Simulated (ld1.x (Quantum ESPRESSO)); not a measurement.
**u(r) = r·R(r): atom against pseudo-atom (chlorine (Cl))**

Columns: radius, all-electron u(r) and pseudo u(r) of the 3p shell (level -13.87 eV) of chlorine in the configuration [Ne] 3s2 3p4.5; PW91, scalar-relativistic, ultrasoft scheme, ld1.x (Quantum ESPRESSO) 7.5.

| r (bohr) | all-electron | pseudo |
| --- | --- | --- |
| 0.082 | 0.1567 | -0.0037 |
| 0.165 | 0.3251 | -0.0156 |
| 0.248 | 0.3738 | -0.0369 |
| 0.330 | 0.3212 | -0.0689 |
| 0.413 | 0.2053 | -0.1138 |
| 0.495 | 0.0615 | -0.1710 |
| 0.578 | -0.0911 | -0.2414 |
| 0.660 | -0.2351 | -0.3207 |
| 0.742 | -0.3650 | -0.4061 |
| 0.825 | -0.4784 | -0.4936 |
| 0.908 | -0.5729 | -0.5764 |
| 0.990 | -0.6480 | -0.6482 |
| 1.072 | -0.7058 | -0.7058 |
| 1.155 | -0.7481 | -0.7481 |
| 1.238 | -0.7761 | -0.7761 |
| 1.320 | -0.7916 | -0.7916 |
| 1.402 | -0.7967 | -0.7967 |
| 1.485 | -0.7933 | -0.7933 |
| 1.568 | -0.7829 | -0.7829 |
| 1.650 | -0.7670 | -0.7670 |
| 1.733 | -0.7466 | -0.7466 |
| 1.815 | -0.7231 | -0.7231 |
| 1.898 | -0.6969 | -0.6969 |
| 1.980 | -0.6694 | -0.6694 |
| 2.062 | -0.6408 | -0.6408 |
| 2.145 | -0.6113 | -0.6113 |

Problem. How many radial nodes do the two functions have?

Solution. The all-electron 3p function has n − l − 1 = 1; the pseudo-wave has 0, since the states of the same l below it are removed with the core.

Problem. At about which radius was the pseudo-wave matched?

Solution. 1.05 bohr, where the columns begin to agree (steps of 0.08 bohr).

Problem. Is the pseudo-wave norm-conserving?

Solution. No, it belongs to an ultrasoft set: the norm inside the radius is not constrained, and the difference is carried by the augmentation charge.
